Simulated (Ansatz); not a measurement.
```xyz
13

Si   -0.314   -0.576    2.243
O     0.085   -1.273    0.814
Ge   -0.555   -1.185   -0.828
O    -0.450    0.493   -1.359
Si    0.776    1.564   -1.553
H     0.182   -1.448    3.336
H     0.307    0.769    2.363
H    -1.792   -0.429    2.358
H     0.359   -2.064   -1.687
H    -2.044   -1.539   -0.828
H     0.350    2.580   -2.547
H     2.001    0.873   -2.046
H     1.095    2.236   -0.267
```

Charge 0, multiplicity 1.

Task: List the PBE/def2-TZVPP orbital energies in eV (the Gaussian-basis code of Ansatz). (Estimate.)

Result: Computed: Occupied: -10805.52, -1780.01, -1780.01, -1338.78, -1192.21, -1192.20, -1192.18, -510.38, -510.38, -163.48, -137.68, -137.68, -114.97, -114.92, -114.87, -94.45, -94.45, -94.39, -94.39, -94.39, -94.39, -30.96, -30.84, -30.71, -30.69, -30.69, -24.68, -24.06, -14.99, -13.47, -12.38, -10.70, -10.33, -10.24, -9.32, -9.21, -9.02, -8.42, -7.83, -7.40, -7.33, -7.19. Lowest empty: -1.06, -0.84, -0.15, 0.54, 0.66, 0.78, 0.88, 1.05.
